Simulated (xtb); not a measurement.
F₃H₃Si₂, SMILES F[SiH2][SiH](F)F. All values are semi-empirical tight-binding results from xtb (GFN2-xTB unless named), good for trends rather than for accurate numbers. Coordinates come from a GFN2-xTB optimisation. One conformer was computed; it need not be the lowest.

Optimised geometry:

```xyz
8

Si     1.3552     0.0449    -0.3027
F      2.1587     0.2156     1.0860
Si    -0.8612    -0.1184     0.2449
F     -1.5310    -1.2471    -0.6785
F     -1.6492     1.1791    -0.2741
H      1.7386     1.2238    -1.0748
H      1.9324    -1.1605    -0.8909
H     -1.3920    -0.3614     1.5728
```

**Question.** Estimate the properties. (Estimate from the structure and the level; the computed values follow.)

**Answer.** 
- orbital gap: 4.45 eV
- dipole moment: 1.14 D
- zero-point energy: 20.7 kcal/mol
- G − E(el) at 298.15 K (modified RRHO): 0.4 kcal/mol
- static polarisability (D4 model): 64.3 bohr³
- solvation energy, GFN2-xTB/ALPB(water): 0.5 kcal/mol
- solvation energy, GFN2-xTB/ALPB(thf): -0.5 kcal/mol

Computed atomic charges and the Wiberg bond orders between heavy atoms:
charges (e) Si1 0.49, F2 -0.29, Si3 0.55, F4 -0.28, F5 -0.28, H6 -0.07, H7 -0.07, H8 -0.05. Bond orders Si1–F2 1.11, Si1–Si3 0.80, Si3–F4 1.10, Si3–F5 1.11.
